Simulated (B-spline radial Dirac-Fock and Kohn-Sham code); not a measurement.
## Relativistic shifts of the levels of Pm³⁶⁺

System: the Pm³⁶⁺ ion in the configuration [Ar] 3d7.

Both columns are ΔSCF binding energies of the configuration average from a B-spline atomic structure program: non-relativistic Hartree-Fock with a point nucleus, and Dirac-Fock with a finite nucleus and the Coulomb interaction alone, averaged over the two j levels with weights 2j+1.

```
shell  Hartree-Fock (eV)  Dirac-Fock (eV)  shift (eV)  shift (%)
   1s            44627.5          47074.1    +2446.53      +5.48
   2s             8468.9           9109.2     +640.28      +7.56
   2p             8112.0           8323.9     +211.87      +2.61
   3s             2973.4           3141.4     +168.03      +5.65
   3p             2818.9           2885.8      +66.91      +2.37
   3d             2562.1           2561.6       -0.49      -0.02
```

Relativity binds 1s, 2s, 2p, 3s, 3p more strongly, among those listed most of all 2s in relative terms, and 3d more weakly, because the contracted s and p shells screen the nucleus better.

Values without a named source are computed, but for edge energies of neutral atoms, which are taken from tables.
